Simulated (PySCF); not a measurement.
Isomers of C6H7NS. Method used: PySCF, PBE0-D3(BJ)/def2-SVP geometry optimisation, gas phase. One conformer each; no zero-point energy, no entropy. No frequencies were run at this level. Point groups hold within 0.08 Å.

Question: Order them by energy at this level, lowest first, and give relative energies in kJ/mol.
A. `[CH3:1][S:2][c:3]1[cH:4][cH:5][cH:6][cH:7][n:8]1` with C1–S2–C3–C4 180°
B. `[CH2:1]=[CH:2][CH2:3][c:4]1[cH:5][n:6][s:7][cH:8]1` with C1–C2–C3–C4 119°, C2–C3–C4–C5 -54°

Answer: A (0.0), B (116.2).

As drawn, the higher has a C=C bond outside aromatic rings, which the lower lacks.

```json
{"SMILES": "CSc1ccccn1", "E (Eh)": "-684.99717", "E rel (kJ/mol)": "0.0", "dipole (D)": "1.13", "point group": "Cs", "A, B, C (MHz)": "4305, 1238, 967.2"}
{"SMILES": "C=CCc1cnsc1", "E (Eh)": "-684.95292", "E rel (kJ/mol)": "116.2", "dipole (D)": "2.67", "point group": "C1", "A, B, C (MHz)": "5364, 939.4, 837.2"}
```
